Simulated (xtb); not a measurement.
BiI3, charge -1, doublet, from a rough starting geometry (GFN-xTB shapes and energies of metal compounds can be far from the true ones) (a state made from the parent by changing its charge; the spin is typed, not shown lowest); xtb 6.7.1 with GFN2-xTB.

Input for xtb:
```
$ xtb mol.xyz --gfn 2 --chrg -1 --uhf 1 --opt vtight --json

# file mol.xyz
4

Bi     0.01885528     0.00942444     1.04648647
I      0.42893911    -2.31770504    -0.36841019
I      1.88029894     1.57525220    -0.31271789
I     -2.26189260     0.86300716    -0.33943187
```

Question: Predict the main parts of the log of this xtb run.

Answer: 
```
   ID    Z sym.   atoms
    1   83 Bi     1
    2   53 I      2-4

           -------------------------------------------------
          |                Calculation Setup                |
           -------------------------------------------------

           -------------------------------------------------
          |                 G F N 2 - x T B                 |
           -------------------------------------------------

          ...................................................
          :                      SETUP                      :
          :.................................................:
          :  # basis functions                  34          :
          :  # atomic orbitals                  31          :
          :  # shells                           11          :
          :  # electrons                        27          :
          :  max. iterations                   250          :
          :  Hamiltonian                  GFN2-xTB          :
          :  restarted?                      false          :
          :  GBSA solvation                  false          :
          :  PC potential                    false          :
          :  electronic temp.          300.0000000     K    :
          :  accuracy                    1.0000000          :
          :  -> integral cutoff          0.2500000E+02      :
          :  -> integral neglect         0.1000000E-07      :
          :  -> SCF convergence          0.1000000E-05 Eh   :
          :  -> wf. convergence          0.1000000E-03 e    :
          :  Broyden damping             0.4000000          :
          :  net charge                         -1          :
          :  unpaired electrons                  1          :
          ...................................................

 iter      E             dE          RMSdq      gap      omega  full diag
   1    -13.9125988 -0.139126E+02  0.305E+01    0.52       0.0  T
   2    -14.0827449 -0.170146E+00  0.118E+01    0.30       1.0  T
   3    -14.1283294 -0.455846E-01  0.735E+00    0.16       1.0  T
   4    -14.1318873 -0.355787E-02  0.648E+00    0.08       1.0  T
   5    -14.1365937 -0.470638E-02  0.313E+00    0.09       1.0  T
   6    -14.1367453 -0.151575E-03  0.225E+00    0.11       1.0  T
   7    -14.1375928 -0.847576E-03  0.779E-01    0.10       1.0  T
   8    -14.1375797  0.131036E-04  0.835E-01    0.11       1.0  T
   9    -14.1375906 -0.108422E-04  0.850E-01    0.09       1.0  T
[...]
 * total energy  :   -14.2150345 Eh     change       -0.1060624E-05 Eh
 * total energy  :   -14.2150367 Eh     change       -0.2178242E-05 Eh
 * total energy  :   -14.2150382 Eh     change       -0.1473045E-05 Eh
 * total energy  :   -14.2150389 Eh     change       -0.7534396E-06 Eh
 * total energy  :   -14.2150384 Eh     change        0.5270068E-06 Eh
 * total energy  :   -14.2150397 Eh     change       -0.1259689E-05 Eh
 * total energy  :   -14.2150379 Eh     change        0.1727999E-05 Eh
 * total energy  :   -14.2150406 Eh     change       -0.2673603E-05 Eh
 * total energy  :   -14.2150409 Eh     change       -0.3121843E-06 Eh
 * total energy  :   -14.2150411 Eh     change       -0.1629632E-06 Eh
 * total energy  :   -14.2150415 Eh     change       -0.4468283E-06 Eh
 * total energy  :   -14.2150416 Eh     change       -0.8581558E-07 Eh
   *** GEOMETRY OPTIMIZATION CONVERGED AFTER 29 ITERATIONS ***
         :: total energy             -14.215041614041 Eh    ::
[...]
        24                          0.2131764               5.8008
        25                          0.2135241               5.8103
       ...                                ...                  ...
        31                          0.4422023              12.0329
      -------------------------------------------------------------
                  HL-Gap            0.1135449 Eh            3.0897 eV
             Fermi-level           -0.1715155 Eh           -4.6672 eV

     #   Z          covCN         q      C6AA      α(0)
     1  83 Bi       2.569     0.533   437.686    39.864
     2  53 I        0.857    -0.509   411.367    35.013
     3  53 I        0.856    -0.513   411.662    35.026
     4  53 I        0.856    -0.512   411.581    35.022

 Mol. C6AA /au·bohr⁶  :       6678.480614
 Mol. C8AA /au·bohr⁸  :     686169.575521
 Mol. α(0) /au        :        144.925149

Wiberg/Mayer (AO) data.
largest (>0.10) Wiberg bond orders for each atom

 ---------------------------------------------------------------------------
     #   Z sym  total        # sym  WBO       # sym  WBO       # sym  WBO
 ---------------------------------------------------------------------------
     1  83 Bi   1.813 --     2 I    0.607     4 I    0.604     3 I    0.602
     2  53 I    0.724 --     1 Bi   0.607
     3  53 I    0.719 --     1 Bi   0.602
     4  53 I    0.720 --     1 Bi   0.604
 ---------------------------------------------------------------------------

Topologies differ in total number of bonds
Writing topology from bond orders to xtbtopo.mol

molecular dipole:
                 x           y           z       tot (Debye)
 q only:       -0.032      -0.073      -0.012
   full:       -0.031      -0.059      -0.012       0.172
molecular quadrupole (traceless):
                xx          xy          yy          xz          yz          zz
 q only:      -12.285      -0.135     -11.908      -0.121      -0.530      24.193
  q+dip:      -19.806      -0.154     -19.367      -0.195      -0.858      39.173
   full:      -18.395      -0.152     -17.961      -0.181      -0.796      36.356

optimized geometry written to: xtbopt.xyz

           -------------------------------------------------
          | TOTAL ENERGY              -14.215041614041 Eh   |
          | GRADIENT NORM               0.000015308262 Eh/α |
          | HOMO-LUMO GAP               3.089714898193 eV   |
           -------------------------------------------------

normal termination of xtb
```
